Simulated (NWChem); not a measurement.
Everything below was run with NWChem. System: CdSe, charge 0, spin multiplicity 1, at a geometry optimised with PBE0/def2-SVP with def2 effective core potentials on Cd. The structure started from a generated list of species. Level: TDA-CAM-B3LYP/def2-SVPD with def2 effective core potentials on Cd.

Input file:

```
start mol
memory heap 200 mb stack 900 mb global 1100 mb
geometry units angstroms nocenter noautoz
  Cd     0.000000     0.000000     0.979602
  Se     0.000000     0.000000    -1.382967
  symmetry group C2v
end
basis spherical
  * library def2-svpd
end
ecp
  Cd library def2-ecp
end
dft
  xc xcamb88 1.00 lyp 0.81 vwn_5 0.19 hfexch 1.00
  cam 0.33 cam_alpha 0.19 cam_beta 0.46
  direct
  iterations 100
end
tddft
  cis
  nroots 8
  notriplet
  thresh 1e-4
end
task tddft energy
```

Output (cleaned and shortened):

```
             Northwest Computational Chemistry Package (NWChem) 7.3.0
             --------------------------------------------------------

                                NWChem Input Module
                                -------------------

 Scaling coordinates for geometry "geometry" by  1.889725989
 (inverse scale =  0.529177249)

 Turning off AUTOSYM since
 SYMMETRY directive was detected!

                             Geometry "geometry" -> ""
                             -------------------------

 Output coordinates in angstroms (scale by  1.889725989 to convert to a.u.)

  No.       Tag          Charge          X              Y              Z
 ---- ---------------- ---------- -------------- -------------- --------------
    1 Cd                  48.0000     0.00000000     0.00000000     0.97960200
    2 Se                  34.0000     0.00000000     0.00000000    -1.38296700

 Effective nuclear repulsion energy (a.u.)     365.5416076176

            Nuclear Dipole moment (a.u.)
            ----------------------------
        X                 Y               Z
 ---------------- ---------------- ----------------
     0.0000000000     0.0000000000     0.0000340151

      Symmetry information
      --------------------

 Group name             C2v
 Group number             16
 Group order               4
 No. of unique centers     2

      Symmetry unique atoms

     1    2


 Summary of "ao basis" -> "" (spherical)
 ------------------------------------------------------------------------------
       Tag                 Description            Shells   Functions and Types
 ---------------- ------------------------------  ------  ---------------------
 *                         def2-svpd                  on all atoms

                                 NWChem DFT Module
                                 -----------------

 Summary of "ao basis" -> "ao basis" (spherical)
 ------------------------------------------------------------------------------
       Tag                 Description            Shells   Functions and Types
 ---------------- ------------------------------  ------  ---------------------
 Cd                        def2-svpd                12       34   5s4p2d1f
 Se                        def2-svpd                15       41   6s5p4d

 Summary of "ao basis" -> "ao basis" (spherical)
 ------------------------------------------------------------------------------
       Tag                 Description            Shells   Functions and Types
 ---------------- ------------------------------  ------  ---------------------
 Cd                        def2-svpd                12       34   5s4p2d1f
 Se                        def2-svpd                15       41   6s5p4d

      Symmetry analysis of basis
      --------------------------

        a1         34
        a2          7
        b1         17
        b2         17

  int_init: cando_txs set to always be  F

            General Information
            -------------------
          SCF calculation type: DFT
          Wavefunction type:  closed shell.
          No. of atoms     :     2
          No. of electrons :    54
           Alpha electrons :    27
            Beta electrons :    27
          Charge           :     0
          Spin multiplicity:     1
          Use of symmetry is: off; symmetry adaption is: on
          Maximum number of iterations: 100
          This is a Direct SCF calculation.
          AO basis - number of functions:    75
                     number of shells:    27
          Convergence on energy requested:  1.00D-06
          Convergence on density requested:  1.00D-05
          Convergence on gradient requested:  5.00D-04

              XC Information
              --------------
                     Hartree-Fock (Exact) Exchange  1.000
                   CAM-Becke88 Exchange Functional  1.000
                      VWN V Correlation Functional  0.190 local
              Lee-Yang-Parr Correlation Functional  0.810

           Range-Separation Parameters
           ---------------------------
           Alpha           :  0.19
           Beta            :  0.46
           Gamma           :  0.33
           Short-Range HF  :     F

             Grid Information
             ----------------
          Grid used for XC integration:  medium
          Radial quadrature: Mura-Knowles
          Angular quadrature: Lebedev.
          Tag              B.-S. Rad. Rad. Pts. Rad. Cut. Ang. Pts.
          ---              ---------- --------- --------- ---------
          Cd                  1.55      123          12.0       590
          Se                  1.15      112          11.0       590
          Grid pruning is: on
          Number of quadrature shells:   235
          Spatial weights used:  Erf1

          Convergence Information
          -----------------------
          Convergence aids based upon iterative change in
          total energy or number of iterations.
          Levelshifting, if invoked, occurs when the
          HOMO/LUMO gap drops below (HL_TOL):  1.00D-02
          DIIS, if invoked, will attempt to extrapolate
          using up to (NFOCK): 10 stored Fock matrices.

                    Damping( 0%)  Levelshifting(0.5)       DIIS
                  --------------- ------------------- ---------------
          dE  on:    start            ASAP                start
          dE off:    2 iters        100 iters           100 iters

      Screening Tolerance Information
      -------------------------------
          Density screening/tol_rho:  1.00D-10
          AO Gaussian exp screening on grid/accAOfunc:  14
[...]
  Ground state a1      -2569.054792535993 a.u.

  ----------------------------------------------------------------------------
  Root   1 singlet b2             0.023813064 a.u.                0.6480 eV
  ----------------------------------------------------------------------------
     Transition Moments    X  0.00072   Y  0.35586   Z -0.00000
     Transition Moments   XX  0.00000  XY  0.00000  XZ -0.00038
     Transition Moments   YY -0.00000  YZ -0.18823  ZZ  0.00000
     Dipole Oscillator Strength                    0.0020103571
     Electric Quadrupole                           0.0000000000
     Magnetic Dipole                               0.0000000362
     Total Oscillator Strength                     0.0020103934

          sigma_e =   2.2370 Angstrom
          sigma_h =   1.5174 Angstrom
         |d_h->e| =   1.6395 Angstrom
            d_exc =   3.1609 Angstrom
            d_CD1 =   2.3591 Angstrom
            d_CD2 =  -0.2377 Angstrom
            d_CD3 =   4.8004 Angstrom
     Pearson C.C. =   0.0004

     Occ.   27  b2  ---  Virt.   28  a1      -0.99387
     Occ.   27  b2  ---  Virt.   31  a1      -0.06870
     Occ.   27  b2  ---  Virt.   33  a1       0.06988
  ----------------------------------------------------------------------------
  Root   2 singlet b1             0.023813066 a.u.                0.6480 eV
  ----------------------------------------------------------------------------
     Transition Moments    X -0.35592   Y  0.00072   Z -0.00000
     Transition Moments   XX -0.00000  XY  0.00000  XZ  0.18815
     Transition Moments   YY  0.00000  YZ -0.00038  ZZ  0.00000
     Dipole Oscillator Strength                    0.0020111100
     Electric Quadrupole                           0.0000000000
     Magnetic Dipole                               0.0000000362
     Total Oscillator Strength                     0.0020111462

          sigma_e =   2.2369 Angstrom
          sigma_h =   1.5174 Angstrom
         |d_h->e| =   1.6395 Angstrom
            d_exc =   3.1610 Angstrom
            d_CD1 =   2.3591 Angstrom
            d_CD2 =  -0.2376 Angstrom
            d_CD3 =   4.8005 Angstrom
     Pearson C.C. =   0.0004

     Occ.   26  b1  ---  Virt.   28  a1       0.99387
     Occ.   26  b1  ---  Virt.   31  a1       0.06866
     Occ.   26  b1  ---  Virt.   33  a1      -0.06990
  ----------------------------------------------------------------------------
  Root   3 singlet a1             0.137533530 a.u.                3.7425 eV
  ----------------------------------------------------------------------------
     Transition Moments    X -0.00000   Y  0.00000   Z -1.03142
     Transition Moments   XX  0.58899  XY  0.00000  XZ -0.00000
     Transition Moments   YY  0.58899  YZ  0.00000  ZZ -1.90693
     Dipole Oscillator Strength                    0.0975409581
     Electric Quadrupole                           0.0000000288
     Magnetic Dipole                               0.0000000000
     Total Oscillator Strength                     0.0975409869

          sigma_e =   2.2988 Angstrom
          sigma_h =   1.8141 Angstrom
         |d_h->e| =   1.1935 Angstrom
            d_exc =   3.1931 Angstrom
            d_CD1 =   1.6781 Angstrom
            d_CD2 =  -0.8630 Angstrom
            d_CD3 =   4.3866 Angstrom
     Pearson C.C. =  -0.0235

     Occ.   24  a1  ---  Virt.   28  a1      -0.05620
     Occ.   25  a1  ---  Virt.   28  a1       0.77153
     Occ.   26  b1  ---  Virt.   29  b1      -0.43959
     Occ.   26  b1  ---  Virt.   36  b1       0.05717
     Occ.   27  b2  ---  Virt.   30  b2      -0.43959
     Occ.   27  b2  ---  Virt.   37  b2       0.05717
  ----------------------------------------------------------------------------
  Root   4 singlet a2             0.154382232 a.u.                4.2010 eV
  ----------------------------------------------------------------------------
     Transition Moments    X  0.00000   Y -0.00000   Z  0.00000
     Transition Moments   XX -0.00000  XY -0.00000  XZ -0.00000
     Transition Moments   YY  0.00000  YZ -0.00000  ZZ  0.00000
     Dipole Oscillator Strength                    0.0000000000
     Electric Quadrupole                           0.0000000000
     Magnetic Dipole                               0.0000000000
     Total Oscillator Strength                     0.0000000000

          sigma_e =   2.3335 Angstrom
          sigma_h =   1.5189 Angstrom
         |d_h->e| =   2.0137 Angstrom
            d_exc =   3.4354 Angstrom
            d_CD1 =   2.8282 Angstrom
            d_CD2 =   0.0875 Angstrom
            d_CD3 =   5.4491 Angstrom
     Pearson C.C. =   0.0007

     Occ.   26  b1  ---  Virt.   30  b2      -0.70080
     Occ.   26  b1  ---  Virt.   37  b2       0.08799
     Occ.   27  b2  ---  Virt.   29  b1       0.70080
     Occ.   27  b2  ---  Virt.   36  b1      -0.08799
  ----------------------------------------------------------------------------
  Root   5 singlet a1             0.157881489 a.u.                4.2962 eV
  ----------------------------------------------------------------------------
     Transition Moments    X -0.00000   Y -0.00000   Z  0.00000
     Transition Moments   XX  1.06957  XY -0.00000  XZ -0.00000
     Transition Moments   YY -1.06957  YZ  0.00000  ZZ  0.00000
     Dipole Oscillator Strength                    0.0000000000
     Electric Quadrupole                           0.0000000240
     Magnetic Dipole                               0.0000000000
     Total Oscillator Strength                     0.0000000240

          sigma_e =   2.3529 Angstrom
          sigma_h =   1.5193 Angstrom
         |d_h->e| =   2.0323 Angstrom
            d_exc =   3.4582 Angstrom
            d_CD1 =   2.8659 Angstrom
            d_CD2 =   0.0962 Angstrom
            d_CD3 =   5.4905 Angstrom
     Pearson C.C. =   0.0021

     Occ.   26  b1  ---  Virt.   29  b1      -0.70221
     Occ.   26  b1  ---  Virt.   36  b1       0.07862
     Occ.   27  b2  ---  Virt.   30  b2       0.70221
     Occ.   27  b2  ---  Virt.   37  b2      -0.07862
  ----------------------------------------------------------------------------
  Root   6 singlet a2             0.157881490 a.u.                4.2962 eV
  ----------------------------------------------------------------------------
     Transition Moments    X  0.00000   Y -0.00000   Z  0.00000
     Transition Moments   XX  0.00000  XY  1.06957  XZ -0.00000
     Transition Moments   YY -0.00000  YZ -0.00000  ZZ  0.00000
     Dipole Oscillator Strength                    0.0000000000
     Electric Quadrupole                           0.0000000240
     Magnetic Dipole                               0.0000000000
     Total Oscillator Strength                     0.0000000240

          sigma_e =   2.3529 Angstrom
          sigma_h =   1.5193 Angstrom
         |d_h->e| =   2.0323 Angstrom
            d_exc =   3.4582 Angstrom
            d_CD1 =   2.8659 Angstrom
            d_CD2 =   0.0962 Angstrom
            d_CD3 =   5.4905 Angstrom
     Pearson C.C. =   0.0021

     Occ.   26  b1  ---  Virt.   30  b2      -0.70221
     Occ.   26  b1  ---  Virt.   37  b2       0.07862
     Occ.   27  b2  ---  Virt.   29  b1      -0.70221
     Occ.   27  b2  ---  Virt.   36  b1       0.07862
  ----------------------------------------------------------------------------
  Root   7 singlet b2             0.219799189 a.u.                5.9810 eV
  ----------------------------------------------------------------------------
     Transition Moments    X -0.00000   Y -0.62917   Z -0.00000
     Transition Moments   XX -0.00000  XY  0.00000  XZ  0.00000
     Transition Moments   YY -0.00000  YZ  3.23068  ZZ  0.00000
     Dipole Oscillator Strength                    0.0580053994
     Electric Quadrupole                           0.0000005902
     Magnetic Dipole                               0.0000002207
     Total Oscillator Strength                     0.0580062103

          sigma_e =   3.3893 Angstrom
          sigma_h =   1.5325 Angstrom
         |d_h->e| =   0.2524 Angstrom
            d_exc =   3.7096 Angstrom
            d_CD1 =   2.1093 Angstrom
            d_CD2 =  -2.2085 Angstrom
            d_CD3 =   3.9621 Angstrom
     Pearson C.C. =   0.0133

     Occ.   25  a1  ---  Virt.   30  b2      -0.14462
     Occ.   27  b2  ---  Virt.   28  a1      -0.06115
     Occ.   27  b2  ---  Virt.   31  a1       0.92807
     Occ.   27  b2  ---  Virt.   32  a1       0.32356
     Occ.   27  b2  ---  Virt.   41  a1      -0.07674
  ----------------------------------------------------------------------------
  Root   8 singlet a1             0.232249108 a.u.                6.3198 eV
  ----------------------------------------------------------------------------
     Transition Moments    X  0.00000   Y -0.00000   Z  3.03405
     Transition Moments   XX -0.01512  XY -0.00000  XZ -0.00000
     Transition Moments   YY -0.01512  YZ  0.00000  ZZ -1.12871
     Dipole Oscillator Strength                    1.4253064165
     Electric Quadrupole                           0.0000000276
     Magnetic Dipole                               0.0000000000
     Total Oscillator Strength                     1.4253064441

          sigma_e =   3.0749 Angstrom
          sigma_h =   1.7155 Angstrom
         |d_h->e| =   1.4715 Angstrom
            d_exc =   3.6787 Angstrom
            d_CD1 =   2.8309 Angstrom
            d_CD2 =  -0.9236 Angstrom
            d_CD3 =   5.1502 Angstrom
     Pearson C.C. =   0.0977

     Occ.   24  a1  ---  Virt.   28  a1       0.19737
     Occ.   25  a1  ---  Virt.   28  a1      -0.50086
     Occ.   25  a1  ---  Virt.   31  a1       0.11640
     Occ.   25  a1  ---  Virt.   32  a1      -0.12256
     Occ.   25  a1  ---  Virt.   33  a1      -0.11005
     Occ.   26  b1  ---  Virt.   29  b1      -0.48305
     Occ.   26  b1  ---  Virt.   35  b1       0.29717
     Occ.   26  b1  ---  Virt.   36  b1      -0.07805
     Occ.   27  b2  ---  Virt.   30  b2      -0.48305
     Occ.   27  b2  ---  Virt.   34  b2       0.29717
     Occ.   27  b2  ---  Virt.   37  b2      -0.07805

              Target root =      1
          Target symmetry = none
      Ground state energy =  -2569.054792535993
        Excitation energy =      0.023813063618
     Excited state energy =  -2569.030979472375

  stored tddft:energy   -2569.0309794723748

 Task  times  cpu:       88.7s     wall:       88.7s

 Total times  cpu:       88.7s     wall:       88.7s
```
